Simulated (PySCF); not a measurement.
C4H4N, SMILES C1=CC=C[N]1, multiplicity 2.

Geometry optimised at r2SCAN-D4/def2-SVP. The isomer is the one that the SMILES or the coordinates give; other isomers of the formula were not compared.

Computed with TDA-PBE/def2-SVPD in PySCF.

Vertical excitations. Isolated molecule, no solvent.

```json
[
 {"state": "root 1", "energy (eV)": "1.41", "λ (nm)": "882", "f": "0.000", "main pairs": "β HOMO−1→LUMO 100 %"},
 {"state": "root 2", "energy (eV)": "1.43", "λ (nm)": "865", "f": "0.001", "main pairs": "β HOMO→LUMO 98 %"},
 {"state": "root 3", "energy (eV)": "4.42", "λ (nm)": "280", "f": "0.000", "main pairs": "β HOMO−2→LUMO 100 %"},
 {"state": "root 4", "energy (eV)": "4.63", "λ (nm)": "268", "f": "0.007", "main pairs": "α HOMO→LUMO 21 %, α HOMO−2→LUMO+1 7 %, β HOMO−3→LUMO 71 %"},
 {"state": "root 5", "energy (eV)": "4.89", "λ (nm)": "254", "f": "0.000", "main pairs": "β HOMO−4→LUMO 100 %"},
 {"state": "root 6", "energy (eV)": "5.22", "λ (nm)": "237", "f": "0.000", "main pairs": "β HOMO−5→LUMO 99 %"},
 {"state": "root 7", "energy (eV)": "5.73", "λ (nm)": "216", "f": "0.000", "main pairs": "α HOMO−2→LUMO 62 %, β HOMO→LUMO+1 33 %"},
 {"state": "root 8", "energy (eV)": "5.74", "λ (nm)": "216", "f": "0.001", "main pairs": "α HOMO−1→LUMO 77 %, β HOMO−1→LUMO+1 23 %"},
 {"state": "root 9", "energy (eV)": "5.77", "λ (nm)": "215", "f": "0.001", "main pairs": "α HOMO−2→LUMO+1 51 %, α HOMO→LUMO 11 %, β HOMO→LUMO+2 35 %"},
 {"state": "root 10", "energy (eV)": "6.15", "λ (nm)": "202", "f": "0.000", "main pairs": "α HOMO−1→LUMO+1 98 %"}
]
```
Unrestricted roots are not spin-pure.
